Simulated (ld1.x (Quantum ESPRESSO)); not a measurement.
**PW91 RRKJ dataset for C (Z = 6), scalar-relativistic all-electron reference.**

The input file (ld1.x (Quantum ESPRESSO) 7.5):

```
&input
   title='C', zed=6., rel=1, dft='PW91', iswitch=3,
   config='[He] 2s2 2p2 3d-2',
   nld=3, rlderiv=3.70, eminld=-3.0, emaxld=5.0, deld=0.02
 /
 &inputp
   pseudotype=2, tm=.false., rho0=0.02, lloc=0,
   nlcc=.false.,
   file_pseudopw='C.UPF', file_wfcaegen='ae.wfc', file_wfcncgen='nc.wfc', file_beta='beta', file_chi='chi'
 /
3
2P  2  1   2.00   0.00  3.15  3.15  0.0
3D  3  2  -2.00  -0.10  3.40  3.40  0.0
2S  1  0   2.00   0.00  1.20  1.20  0.0
 &test
   configts(1)='2s2 2p2'
 /
```

Command:

```bash
ld1.x < C.in > C.out
```

Resulting log (shortened: banner, matrices, multipoles, cross overlaps and the repeated all-electron block are left out):

```
Program LD1 v.7.5
     --------------------------- All-electron run ----------------------------

     C
     scalar relativistic calculation

     atomic number is  6.00
     dft =PW91   lsd =0 sic =0 latt =0  beta=0.20 tr2=1.0E-14
     Exchange-correlation= PW91
                           (   1   4   2   2   0   0   0)
     mesh =1073 r(mesh) = 100.30751 a.u. xmin = -7.00 dx = 0.01250
     1 Ry =  13.60569312 eV, c = 137.03599908

     n l     nl                  e(Ry)          e(Ha)          e(eV)
     1 0     1S 1( 2.00)       -20.1169       -10.0585      -273.7047
     2 0     2S 1( 2.00)        -1.0140        -0.5070       -13.7968
     2 1     2P 1( 2.00)        -0.3927        -0.1964        -5.3430

     final scf error:  6.3E-15 reached in  26 iterations

     Etot =     -75.594528 Ry,     -37.797264 Ha,   -1028.515945 eV

     Ekin =      75.386159 Ry,      37.693080 Ha,    1025.680951 eV
     Encl =    -176.173380 Ry,     -88.086690 Ha,   -2396.960946 eV
     Eh   =      35.418185 Ry,      17.709093 Ha,     481.888960 eV
     Exc  =     -10.225492 Ry,      -5.112746 Ha,    -139.124910 eV

     normalization and overlap integrals

     s(1S/1S) =  1.000000  <r> =   0.2706  <r2> =    0.0993  r(max) =   0.1730
     s(2S/2S) =  1.000000  <r> =   1.5703  <r2> =    2.9873  r(max) =   1.2162
     s(2P/2P) =  1.000000  <r> =   1.7991  <r2> =    4.2641  r(max) =   1.2011

     ------------------------ End of All-electron run ------------------------

     --------------------- Generating NC pseudopotential ---------------------

      Generating local pot.: lloc=0, matching radius rcloc =   1.2000

      Wfc   2P  rcut= 3.184  Estimated cut-off energy=       17.80 Ry
      This function has    0 nodes for 0 < r <    3.184

      Wfc   3D  rcut= 3.432  Estimated cut-off energy=       18.65 Ry
      This function has    0 nodes for 0 < r <    3.432

     ------------------- End of pseudopotential generation -------------------

     Computing logarithmic derivative in   3.72293
     Computing logarithmic derivative in   3.72293
     Computing the partial wave expansion
       no projector for channel:   0
     R is outside the sphere for l=    1 j= 0.00
     R is outside the sphere for l=    2 j= 0.00

     ---------------------- Testing the pseudopotential ----------------------

     C
     scalar relativistic calculation

     atomic number is  6.00   valence charge is  4.00
     dft =PW91   lsd =0 sic =0 latt =0  beta=0.20 tr2=1.0E-14
     mesh =1073 r(mesh) = 100.30751 xmin = -7.00 dx = 0.01250

     n l     nl             e AE (Ry)        e PS (Ry)    De AE-PS (Ry)
     1 0     2S   1( 2.00)       -1.01404       -1.01405        0.00001
     2 1     2P   1( 2.00)       -0.39271       -0.39271        0.00000

     eps = 9.6E-15  iter = 66

     Etot =     -75.594528 Ry,     -37.797264 Ha,   -1028.515945 eV
     Etotps =   -10.385764 Ry,      -5.192882 Ha,    -141.305521 eV

     Ekin =       5.067949 Ry,       2.533975 Ha,      68.952959 eV
     Encl =     -20.044521 Ry,     -10.022260 Ha,    -272.719601 eV
     Ehrt =       8.369866 Ry,       4.184933 Ha,     113.877828 eV
     Ecxc =      -2.742978 Ry,      -1.371489 Ha,     -37.320114 eV
     Epseu=      -1.036081 Ry,      -0.518040 Ha,     -14.096594 eV

     ---------------------- End of pseudopotential test ----------------------
```

Generation and configuration tests took about 2.7 s on one core of a shared server CPU.

Transferability test of the new file with ld1.x, input:

```
&input
   title='C', zed=6., rel=1, dft='PW91', iswitch=2,
   config='[He] 2s2 2p2 3d-2'
 /
 &test
   file_pseudo='C.UPF', nconf=8,
   configts(1)='2s2 2p2',
   configts(2)='2s2 2p1',
   configts(3)='2s2 2p0',
   configts(4)='2s1 2p0',
   configts(5)='2s2 2p1.5',
   configts(6)='2s0 2p4',
   configts(7)='2s1 2p2',
   configts(8)='2s1 2p3'
 /
```

```bash
ld1.x < C.test.in > C.test.out
```

Pseudopotential blocks of its output, shortened (energy terms left out; the distinct warnings before each block abridged to one line each):

```
     Warning: convergence not achieved
     ---------------------- Testing the pseudopotential ----------------------

     n l     nl             e AE (Ry)        e PS (Ry)    De AE-PS (Ry)
     1 0     2S   1( 2.00)       -1.01404       -1.01405        0.00001
     2 1     2P   1( 2.00)       -0.39271       -0.39271        0.00000

     eps = 1.3E-13  iter =201

     Etot =     -75.594528 Ry,     -37.797264 Ha,   -1028.515945 eV
     Etotps =   -10.385764 Ry,      -5.192882 Ha,    -141.305521 eV

     ---------------------- End of pseudopotential test ----------------------

          Warning: convergence not achieved
     Warning: n=2, l=1 expected 0 nodes, found 1
     ---------------------- Testing the pseudopotential ----------------------

     n l     nl             e AE (Ry)        e PS (Ry)    De AE-PS (Ry)
     1 0     2S   1( 2.00)       -1.89753       -1.87729       -0.02023  !
     2 1     2P   1( 1.00)       -1.25531       -1.20423       -0.05108  !

     eps = 6.8E-14  iter =201

     Etot =     -74.791316 Ry,     -37.395658 Ha,   -1017.587696 eV
     Etotps =    -9.600991 Ry,      -4.800496 Ha,    -130.628140 eV
     dEtot_ae =       0.803212 Ry
     dEtot_ps =       0.784773 Ry,   Delta E=       0.018439 Ry

     ---------------------- End of pseudopotential test ----------------------

          Warning: convergence not achieved
     ---------------------- Testing the pseudopotential ----------------------

     n l     nl             e AE (Ry)        e PS (Ry)    De AE-PS (Ry)
     1 0     2S   1( 2.00)       -2.97247       -2.86630       -0.10618  !
     2 1     2P   1( 0.00)       -2.34002       -2.13126       -0.20876  !

     eps = 5.1E-14  iter =201

     Etot =     -73.010266 Ry,     -36.505133 Ha,    -993.355276 eV
     Etotps =    -7.939294 Ry,      -3.969647 Ha,    -108.019591 eV
     dEtot_ae =       2.584262 Ry
     dEtot_ps =       2.446471 Ry,   Delta E=       0.137791 Ry

     ---------------------- End of pseudopotential test ----------------------

          Warning: convergence not achieved
     ---------------------- Testing the pseudopotential ----------------------

     n l     nl             e AE (Ry)        e PS (Ry)    De AE-PS (Ry)
     1 0     2S   1( 1.00)       -4.12796       -3.99335       -0.13460  !
     2 1     2P   1( 0.00)       -3.53873       -3.17915       -0.35958  !

     eps = 1.4E-13  iter =201

     Etot =     -69.463438 Ry,     -34.731719 Ha,    -945.098217 eV
     Etotps =    -4.512177 Ry,      -2.256088 Ha,     -61.391292 eV
     dEtot_ae =       6.131090 Ry
     dEtot_ps =       5.873587 Ry,   Delta E=       0.257502 Ry

     ---------------------- End of pseudopotential test ----------------------

          Warning: convergence not achieved
     ---------------------- Testing the pseudopotential ----------------------

     n l     nl             e AE (Ry)        e PS (Ry)    De AE-PS (Ry)
     1 0     2S   1( 2.00)       -1.42800       -1.42431       -0.00370
     2 1     2P   1( 1.50)       -0.79289       -0.77798       -0.01491  !

     eps = 4.8E-13  iter =201

     Etot =     -75.300935 Ry,     -37.650468 Ha,   -1024.521419 eV
     Etotps =   -10.095142 Ry,      -5.047571 Ha,    -137.351403 eV
     dEtot_ae =       0.293592 Ry
     dEtot_ps =       0.290622 Ry,   Delta E=       0.002970 Ry

     ---------------------- End of pseudopotential test ----------------------

          ---------------------- Testing the pseudopotential ----------------------

     n l     nl             e AE (Ry)        e PS (Ry)    De AE-PS (Ry)
     1 0     2S   1( 0.00)       -1.07557       -1.12381        0.04824  !
     2 1     2P   1( 4.00)       -0.45139       -0.48205        0.03067  !

     eps = 4.7E-16  iter = 14

     Etot =     -74.348690 Ry,     -37.174345 Ha,   -1011.565466 eV
     Etotps =    -9.122358 Ry,      -4.561179 Ha,    -124.116008 eV
     dEtot_ae =       1.245837 Ry
     dEtot_ps =       1.263406 Ry,   Delta E=      -0.017569 Ry

     ---------------------- End of pseudopotential test ----------------------

          Warning: convergence not achieved
     ---------------------- Testing the pseudopotential ----------------------

     n l     nl             e AE (Ry)        e PS (Ry)    De AE-PS (Ry)
     1 0     2S   1( 1.00)       -1.90424       -1.93903        0.03479  !
     2 1     2P   1( 2.00)       -1.26205       -1.25850       -0.00355

     eps = 5.8E-13  iter =201

     Etot =     -74.149104 Ry,     -37.074552 Ha,   -1008.849958 eV
     Etotps =    -8.923971 Ry,      -4.461986 Ha,    -121.416817 eV
     dEtot_ae =       1.445423 Ry
     dEtot_ps =       1.461793 Ry,   Delta E=      -0.016369 Ry

     ---------------------- End of pseudopotential test ----------------------

          Warning: convergence not achieved
     ---------------------- Testing the pseudopotential ----------------------

     n l     nl             e AE (Ry)        e PS (Ry)    De AE-PS (Ry)
     1 0     2S   1( 1.00)       -1.04668       -1.07099        0.02431  !
     2 1     2P   1( 3.00)       -0.42370       -0.43912        0.01542  !

     eps = 1.9E-13  iter =201

     Etot =     -74.972309 Ry,     -37.486155 Ha,   -1020.050231 eV
     Etotps =    -9.758937 Ry,      -4.879468 Ha,    -132.777101 eV
     dEtot_ae =       0.622218 Ry
     dEtot_ps =       0.626827 Ry,   Delta E=      -0.004609 Ry

     ---------------------- End of pseudopotential test ----------------------
```
